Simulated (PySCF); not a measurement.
Gas-phase reaction: SnBr4 + 2 IBr = SnI2 + 3 Br2

Method: PySCF energies plus ideal-gas RRHO corrections (1 bar). † marks an energy on the PBE0/def2-TZVP geometry and frequencies; other levels use their own. MP2 and CCSD(T) freeze the core. All species are closed-shell singlets. I, Sn: scalar-relativistic def2 core potential, no spin-orbit coupling. Br: all electrons, no relativistic terms. MP2 isn't extrapolated to the basis-set limit. CCSD(T) isn't extrapolated to the basis-set limit.

```tsv
level	ΔH°(298 K), kJ
BLYP/def2-TZVP†	249
CCSD(T)/def2-SVP†	335
HF/def2-TZVP†	347
M06-2X/def2-TZVP†	?
MP2/def2-SVP†	?
MP2/def2-TZVPP†	344
PBE0/def2-TZVP	?
```

### Question
What belongs in the gaps?

### Answer

- M06-2X/def2-TZVP†, ΔH°(298 K), kJ: 347
- MP2/def2-SVP†, ΔH°(298 K), kJ: 369
- PBE0/def2-TZVP, ΔH°(298 K), kJ: 314
